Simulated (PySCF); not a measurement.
AlCu under electron impact: the energy ladder

r²SCAN in PySCF with def2-TZVPPD on every atom, for the lowest determinant that a PBE0 search found; no spin–orbit coupling.

| species | state (unpaired electrons) | Re (Å) | ωe (cm⁻¹) | energy of the minimum from the neutral (eV) | De (eV) | dissociates to |
| --- | --- | --- | --- | --- | --- | --- |
| AlCu | singlet (closed shell) | 2.357 | 297 | 0.00 | 2.30 | Al + Cu (3d10 4s1) |
| AlCu⁺ | doublet (σ ↑) | 2.357 | 265 | 6.87 | 1.59 | Al⁺ + Cu (3d10 4s1) |

Question: Work out the lowest energy to break AlCu into atoms, from its vibrational ground state.

Answer: D0 = De − ωe/2 = 2.30 − 0.02 = 2.28 eV (r²SCAN/def2-TZVPPD).

Question: Work out the ionisation energy of the Al atom at this level and the threshold of dissociative ionisation.

Answer: IE(Al) = 6.87 + 1.59 − 2.30 = 6.16 eV, so Al⁺ + Cu (3d10 4s1) + e⁻ appears at D0 + IE(Al) = 8.44 eV (r²SCAN/def2-TZVPPD). The measured IE(Al) is 5.986 eV (NIST ASD).

These are thermodynamic thresholds; the onsets seen under electron impact lie higher where the geometry changes, and cross-sections peak well above them.

Closed-shell solutions of metal pairs were not tested for spin polarisation, which can lower them a little. For an ion De counts to the pair picked by the measured ionisation energies or electron affinities, which need not be the lowest pair at this level.
